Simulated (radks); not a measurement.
The numbers below are computed, except where a source is named.
Numerical settings for the silver ion Ag+, [Kr] 4d10. Level of theory: Dirac Kohn-Sham, PBE, spin-unpolarised, spherical densities, finite nucleus; Fermi nuclear charge, rms radius 4.5454 fm (a radial shooting solver on a logarithmic mesh with Libxc functionals). The defaults (mesh step 0.008 in ln r, mesh end at 40 bohr or more with all orbitals vanishing there, Anderson mixing 0.5 over 9 steps, residual threshold near 1e-9 with the energy settled to 1e-9 hartree or 1e-11 of itself, here a cap of 70 iterations) give E = -5316.8455 hartree and 4d5/2 at -15.415 eV in 14 iterations. Run on one thread of a shared host, so times are rough (Arm Neoverse V1): 0.12 s of CPU time, 0.12 s wall, 14 iterations on 2259 mesh points. Changes against that run (0 stands for a change within the tolerance of the run):

\begin{tabular}{lrrrrr}
setting & iterations & converged & E (mhartree) & e(4d5/2) (meV) & CPU (s) \\ \hline
mesh step in ln r 0.08 & 5 & no & diverged & - & 0.02 \\
mesh step in ln r 0.005 & 14 & yes & 0 & 0 & 0.19 \\
mesh step in ln r 0.05 & 14 & yes & +0.0651 & -0.00816 & 0.03 \\
mesh end (bohr) 8 & 14 & yes & +0.0334 & +2.9 & 0.11 \\
mesh end (bohr) 400 & 14 & yes & 0 & 0 & 0.13 \\
residual threshold 1e-16 & 70 & no & 0 & 0 & 0.31 \\
residual threshold 0.001 & 9 & yes & 0 & +4.08 & 0.09 \\
mixing 1.5 & 15 & yes & 0 & 0 & 0.13 \\
linear mixing, mixing 1 & 70 & no & +6.43e+04 & +1.39e+04 & 1.5 \\
linear mixing, mixing 0.8 & 70 & no & +6.62e+03 & +1.04e+04 & 0.84 \\
mixing history 3 & 17 & yes & 0 & 0 & 0.13 \\
iteration cap 8 & 8 & no & 0 & +4.08 & 0.07 \\
\end{tabular}

No run marked as converged misses the energy by more than 1 mhartree. A mesh that ends early acts as a hard wall.
